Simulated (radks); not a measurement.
Species: Nd II. Configuration: [Xe] 4f2.5 5d1.5 6s1 (fractional occupations, a model configuration). Method: scalar-relativistic Kohn-Sham, PBE, spin-unpolarised, spherical densities, finite nucleus; Fermi nuclear charge, rms radius 4.9123 fm; computed with a radial shooting solver on a logarithmic mesh with Libxc functionals. Some entries of the table are withheld. Estimate them.

orbital,occ.,eigenvalue (hartree),r(max) (bohr)
1s,2,-1595.415,0.01510
2s,2,-258.5669,0.08550
2p,6,-231.2160,0.06893
3s,2,-56.62493,0.2438
3p,6,-47.99800,0.2388
3d,10,-36.02338,0.1961
4s,2,-11.75668,0.5646
4p,6,-8.92121,(1)
4d,10,-4.88592,0.6164
5s,2,-1.89261,(2)
5p,6,-1.17999,(3)
4f,2.5,-0.58915,(4)
5d,1.5,(5),1.988
6s,1,-0.33093,3.359

Answer. 
(1) 4p r(max) (bohr): 0.5889
(2) 5s r(max) (bohr): 1.298
(3) 5p r(max) (bohr): 1.459
(4) 4f r(max) (bohr): 0.6442
(5) 5d eigenvalue (hartree): -0.33862
